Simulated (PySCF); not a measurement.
Fractional electron number in Ag²⁺ (silver, charge +2)

The 4d beta orbital of [Kr] 4d9 is emptied in steps (occupation f), with all orbitals relaxed, ending at [Kr] 4d8. Computed with PySCF 2.14 in aug-cc-pVDZ-PP with ECP28MDF, with scalar relativity through the core potential. The exact energy is a straight line in f; departures are measured from the line between the end points of the same method.

| f | BHandHLYP (eV) | wB97X (eV) | M06-2X (eV) |
| --- | --- | --- | --- |
| 1 | 0.000 | 0.000 | 0.000 |
| 0.8 | -0.428 | -0.362 | -0.473 |
| 0.6 | -0.648 | -0.545 | -0.716 |
| 0.4 | -0.653 | -0.546 | -0.724 |
| 0.2 | -0.440 | -0.365 | -0.492 |
| 0 | 0.000 | 0.000 | 0.000 |

Problem. For BHandHLYP, how does the orbital energy at f = 1 compare with the removal energy?

Solution. −ε = 31.843 eV against a total-energy difference of 34.495 eV. By Janak's theorem ε = ∂E/∂f, so the gap between them reflects the curvature. Along the path −ε is 32.871 (f = 0.8), 33.928 (f = 0.6), 35.012 (f = 0.4), 36.123 (f = 0.2) eV.

```csv
method,E(f=0) − E(f=1) (eV),−ε at f=1 (eV),−ε at f=0.4 (eV)
BHandHLYP,34.495,31.843,35.012
wB97X,34.649,32.401,35.098
M06-2X,35.253,32.320,35.805
```

Reference removal energy between the ground levels: 34.8 ± 0.3 eV (semi-empirical (NIST evaluation); NIST Atomic Spectra Database, ionization energies). The calculation has no spin-orbit coupling. The determinant left behind need not be the lowest term of the ion.
